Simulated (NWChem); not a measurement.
System: BH₂OI; SMILES OBI

Input file for NWChem:

```
start job
memory heap 200 mb stack 900 mb global 1100 mb
geometry units angstroms noautoz
  B     -0.582137     1.487997     0.000000
  H     -1.761359     1.717162     0.000000
  I      0.063070    -0.566557     0.000000
  O      0.295108     2.493035     0.000000
  H      1.220998     2.220410     0.000000
end
basis spherical
  * library def2-svp
end
ecp
  I library def2-ecp
end
dft
  xc slater vwn_5
  iterations 150
end
tddft
  cis
  nroots 8
end
task tddft energy
```

Output (shortened):

```
             Northwest Computational Chemistry Package (NWChem) 7.3.0
             --------------------------------------------------------

 CS  symmetry detected

                             Geometry "geometry" -> ""
                             -------------------------

 Output coordinates in angstroms (scale by  1.889725989 to convert to a.u.)

  No.       Tag          Charge          X              Y              Z
 ---- ---------------- ---------- -------------- -------------- --------------
    1 B                    5.0000    -0.59532222     1.47715653     0.00000000
    2 H                    1.0000    -1.77133421     1.72226244     0.00000000
    3 I                   53.0000     0.02201531    -0.58594274     0.00000000
    4 O                    8.0000     0.29544657     2.47022810     0.00000000
    5 H                    1.0000     1.21756150     2.18509526     0.00000000

 Effective nuclear repulsion energy (a.u.)     183.0467963030

      Symmetry information
      --------------------

 Group name             Cs
 Group number              2
 Group order               2
 No. of unique centers     5

                                 NWChem DFT Module
                                 -----------------

 Summary of "ao basis" -> "ao basis" (spherical)
 ------------------------------------------------------------------------------
       Tag                 Description            Shells   Functions and Types
 ---------------- ------------------------------  ------  ---------------------
 B                          def2-svp                 6       14   3s2p1d
 H                          def2-svp                 3        5   2s1p
 I                          def2-svp                10       26   4s4p2d
 O                          def2-svp                 6       14   3s2p1d

      Symmetry analysis of basis
      --------------------------

        a'         46
        a"         18

[...]

                                NWChem TDDFT Module
                                -------------------

            General Information
            -------------------
           No. of orbitals :     128
            Alpha orbitals :      64
             Beta orbitals :      64
        Alpha frozen cores :       0
         Beta frozen cores :       0
     Alpha frozen virtuals :       0
      Beta frozen virtuals :       0
         Spin multiplicity :       1
    Number of AO functions :      64
        Use of symmetry is : off
      Symmetry adaption is : on
         Schwarz screening :  0.10D-07

              XC Information
              --------------
                 Slater Exchange Functional   1.00 local
               VWN V Correlation Functional   1.00 local

             TDDFT Information
             -----------------
          Calculation type : Tamm-Dancoff TDDFT
         Wavefunction type : Restricted singlets & triplets
          No. of electrons :      40
           Alpha electrons :      20
            Beta electrons :      20
              No. of roots :       8
          Max subspacesize :    5600
            Max iterations :     100
               Target root :       1
           Target symmetry : none
      Symmetry restriction : off
                 Algorithm : Optimal
        Davidson threshold :  0.10D-03

    8 smallest eigenvalue differences (eV)
--------------------------------------------------------
  No. Spin  Occ  Vir  Irrep   E(Occ)    E(Vir)   E(Diff)
--------------------------------------------------------
    1    1   20   21 a"       -0.242    -0.067     4.776
    2    1   19   21 a'       -0.252    -0.067     5.034
    3    1   18   21 a"       -0.288    -0.067     6.008
    4    1   20   22 a'       -0.242    -0.008     6.370
    5    1   19   22 a"       -0.252    -0.008     6.629
    6    1   20   23 a'       -0.242     0.014     6.969
    7    1   19   23 a"       -0.252     0.014     7.227
    8    1   18   22 a'       -0.288    -0.008     7.602
--------------------------------------------------------

  Entering Davidson iterations
  Restricted singlet excited states

  Iter   NTrls   NConv    DeltaV     DeltaE      Time
  ----  ------  ------  ---------  ---------  ---------
    1      8       0     0.16E+00   0.10+100        2.1
    2     16       0     0.12E+00   0.46E-01        2.5
    3     24       2     0.98E-01   0.11E-01        2.2
    4     30       4     0.84E-01   0.50E-02        2.0
    5     34       7     0.64E-01   0.80E-02        1.6
    6     35       7     0.10E-01   0.17E-02        2.1
    7     36       7     0.62E-03   0.11E-03        2.3
    8     37       8     0.37E-04   0.30E-06        2.3
  ----  ------  ------  ---------  ---------  ---------
  Convergence criterion met

  Ground state a'       -397.734660299588 a.u.

  ----------------------------------------------------------------------------
  Root   1 singlet a"             0.178293838 a.u.                4.8516 eV
  ----------------------------------------------------------------------------
     Transition Moments    X  0.00000   Y  0.00000   Z -0.06642
     Dipole Oscillator Strength                    0.0005243171
     Electric Quadrupole                           0.0000000120
     Magnetic Dipole                               0.0000003272
     Total Oscillator Strength                     0.0005246563

[...]
```

Level: LDA (Slater exchange, VWN5)/def2-SVP with def2 effective core potentials on I, TDA. Structure relaxed at the PBE0/def2-SVP level. def2 effective core potentials on I; no spin-orbit coupling.
